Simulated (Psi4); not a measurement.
COS, charge +1, doublet, at a GFN2-xTB geometry (a state made from the parent by changing its charge; the spin is typed, not shown lowest); SVWN/STO-3G (Psi4).

Input for Psi4:
```
memory 2 GB

molecule {
1 2
O    -0.00000000   -0.00000000   -1.68366881
C    -0.00000000   -0.00000000   -0.55245407
S     0.00000000    0.00000000    1.04900468
}

set {
  basis sto-3g
  reference uks
  dft_pruning_scheme treutler
}

energy('svwn')
print_variables()
```

### Question
Write the output that Psi4 gives for this input, abridged.

### Answer

```
   => Loading Basis Set <=

    Name: STO-3G
    Role: ORBITAL
    Keyword: BASIS

         ---------------------------------------------------------
                                   SCF
               by Justin Turney, Rob Parrish, Andy Simmonett
                          and Daniel G. A. Smith
                              UKS Reference
         ---------------------------------------------------------

  ==> Geometry <==

    Molecular point group: c2v
    Full point group: C_inf_v

    Geometry (in Angstrom), charge = 1, multiplicity = 2:

       Center              X                  Y                   Z               Mass
    ------------   -----------------  -----------------  -----------------  -----------------
         O            0.000000000000     0.000000000000    -1.683323029533    15.994914619570
         C            0.000000000000     0.000000000000    -0.552108289533    12.000000000000
         S            0.000000000000     0.000000000000     1.049350460467    31.972071174400

  Running in c2v symmetry.

  Rotational constants: A = ************  B =      0.20024  C =      0.20024 [cm^-1]
  Rotational constants: A = ************  B =   6003.10227  C =   6003.10227 [MHz]
  Nuclear repulsion =   78.962862600455821

  Charge       = 1
  Multiplicity = 2
  Electrons    = 29
  Nalpha       = 15
  Nbeta        = 14

  ==> Algorithm <==

  SCF Algorithm Type is DF.
  DIIS enabled.
  MOM disabled.
  Fractional occupation disabled.
  Guess Type is SAD.
  Energy threshold   = 1.00e-06
  Density threshold  = 1.00e-06
  Integral threshold = 1.00e-12

  ==> Primary Basis <==

  Basis Set: STO-3G
    Blend: STO-3G
    Number of shells: 11
    Number of basis functions: 19
    Number of Cartesian functions: 19
    Spherical Harmonics?: true
    Max angular momentum: 1

  ==> DFT Potential <==

   => LibXC <=

    Version 7.1.2
    S. Lehtola, C. Steigemann, M. J. T. Oliveira, and M. A. L. Marques,  SoftwareX 7, 1–5 (2018) (10.1016/j.softx.2017.11.002)

   => Composite Functional: SVWN <=

    Slater exchange
    Vosko, Wilk & Nusair (VWN5_RPA)
    P. A. M. Dirac,  Math. Proc. Cambridge Philos. Soc. 26, 376 (1930) (10.1017/S0305004100016108)
    F. Bloch,  Z. Phys. 57, 545 (1929) (10.1007/BF01340281)
    S. H. Vosko, L. Wilk, and M. Nusair,  Can. J. Phys. 58, 1200 (1980) (10.1139/p80-159)

    Deriv               =              1
    GGA                 =          FALSE
    Meta                =          FALSE

    Exchange Hybrid     =          FALSE
    MP2 Hybrid          =          FALSE

   => Exchange Functionals <=

    1.0000         XC_LDA_X

   => Correlation Functionals <=

    1.0000   XC_LDA_C_VWN_RPA

   => LibXC Density Thresholds  <==

    XC_LDA_C_VWN_RPA:  1.00E-15
    XC_LDA_X:  1.00E-15

   => Molecular Quadrature <=

    Radial Scheme          =       TREUTLER
    Pruning Scheme         =       TREUTLER
    Pruning Type           =         REGION
    Nuclear Scheme         =       TREUTLER

    Blocking Scheme        =         OCTREE
    BS radius alpha        =              1
    Pruning alpha          =              1
    Radial Points          =             75
    Spherical Points       =            302
    Total Points           =          31926
    Total Blocks           =            325
    Max Points             =            253
    Max Functions          =             18
    Weights Tolerance      =       1.00E-15

   => Loading Basis Set <=

    Name: (STO-3G AUX)
    Role: JKFIT
    Keyword: DF_BASIS_SCF

  ==> Integral Setup <==

  SCF_SUBTYPE=INCORE selected. In-core MEM_DF algorithm will be used.
  Using in-core AOs.

  ==> MemDFJK: Density-Fitted J/K Matrices <==

    J tasked:                   Yes
    K tasked:                    No
    wK tasked:                   No
    Algorithm:                 Core
    Schwarz Cutoff:           1E-12
    Mask sparsity (%):       3.3241
    Fitting Condition:        1E-10

   => Auxiliary Basis Set <=

  Basis Set: (STO-3G AUX)
[...]
    Occupation by irrep:
             A1    A2    B1    B2
    DOCC [     9,    0,    2,    3 ]
    SOCC [     0,    0,    1,    0 ]
    NA   [     9,    0,    3,    3 ]
    NB   [     9,    0,    2,    3 ]

   @DF-UKS iter  88:  -503.57745828076628    7.60619e-05   8.77654e-04 ADIIS/DIIS
   @DF-UKS iter  89:  -503.57710475124753    3.53530e-04   1.20134e-03 ADIIS/DIIS
    Occupation by irrep:
             A1    A2    B1    B2
    DOCC [     9,    0,    3,    2 ]
    SOCC [     0,    0,    0,    1 ]
    NA   [     9,    0,    3,    3 ]
    NB   [     9,    0,    3,    2 ]

   @DF-UKS iter  90:  -503.57696928786777    1.35463e-04   1.30472e-03 ADIIS/DIIS
    Occupation by irrep:
             A1    A2    B1    B2
    DOCC [     9,    0,    2,    3 ]
    SOCC [     0,    0,    1,    0 ]
    NA   [     9,    0,    3,    3 ]
    NB   [     9,    0,    2,    3 ]

   @DF-UKS iter  91:  -503.57723359608298   -2.64308e-04   1.09413e-03 ADIIS/DIIS
   @DF-UKS iter  92:  -503.57740128616967   -1.67690e-04   9.36936e-04 ADIIS/DIIS
    Occupation by irrep:
             A1    A2    B1    B2
    DOCC [     9,    0,    3,    2 ]
    SOCC [     0,    0,    0,    1 ]
    NA   [     9,    0,    3,    3 ]
    NB   [     9,    0,    3,    2 ]

   @DF-UKS iter  93:  -503.57674126066763    6.60026e-04   1.46281e-03 ADIIS/DIIS
    Occupation by irrep:
             A1    A2    B1    B2
    DOCC [     9,    0,    2,    3 ]
    SOCC [     0,    0,    1,    0 ]
    NA   [     9,    0,    3,    3 ]
    NB   [     9,    0,    2,    3 ]

   @DF-UKS iter  94:  -503.57751638861009   -7.75128e-04   8.12044e-04 ADIIS/DIIS
    Occupation by irrep:
             A1    A2    B1    B2
    DOCC [     9,    0,    3,    2 ]
    SOCC [     0,    0,    0,    1 ]
    NA   [     9,    0,    3,    3 ]
    NB   [     9,    0,    3,    2 ]

   @DF-UKS iter  95:  -503.57749574789273    2.06407e-05   8.35838e-04 ADIIS/DIIS
   @DF-UKS iter  96:  -503.57693807010708    5.57678e-04   1.32741e-03 ADIIS/DIIS
   @DF-UKS iter  97:  -503.57673510823508    2.02962e-04   1.46725e-03 ADIIS/DIIS
   @DF-UKS iter  98:  -503.57748465569881   -7.49547e-04   8.48477e-04 ADIIS/DIIS
    Occupation by irrep:
             A1    A2    B1    B2
    DOCC [     9,    0,    2,    3 ]
    SOCC [     0,    0,    1,    0 ]
    NA   [     9,    0,    3,    3 ]
    NB   [     9,    0,    2,    3 ]

   @DF-UKS iter  99:  -503.57753582481467   -5.11691e-05   7.88914e-04 ADIIS/DIIS
   @DF-UKS iter 100:  -503.57709506968922    4.40755e-04   1.20899e-03 ADIIS/DIIS

PsiException: Could not converge SCF iterations in 100 iterations.

  Failed to converge.

Traceback (most recent call last):
  File "psi4", line 375, in <module>
  File "<string>", line 25, in <module>
  File "site-packages/psi4/driver/driver.py", line 533, in energy
  File "site-packages/psi4/driver/procrouting/proc.py", line 2760, in run_scf
  File "site-packages/psi4/driver/procrouting/proc.py", line 2047, in scf_helper
  File "site-packages/psi4/driver/procrouting/scf_proc/scf_iterator.py", line 93, in scf_compute_energy
  File "site-packages/psi4/driver/procrouting/scf_proc/scf_iterator.py", line 86, in scf_compute_energy
  File "site-packages/psi4/driver/procrouting/scf_proc/scf_iterator.py", line 609, in scf_iterate

psi4.driver.p4util.exceptions.SCFConvergenceError: Could not converge SCF iterations in 100 iterations.

Printing out the relevant lines from the Psithon --> Python processed input file:
    """)
    core.IO.set_default_namespace("")
    core.set_global_option("BASIS", "sto-3g")
    core.set_global_option("REFERENCE", "uks")
    core.set_global_option("DFT_PRUNING_SCHEME", "treutler")
--> energy('svwn')
    print_variables()

!-------------------------------------------------------!
!                                                       !
!  Could not converge SCF iterations in 100 iterations. !
!                                                       !
!-------------------------------------------------------!
```

The run did not converge; its last values are not results.
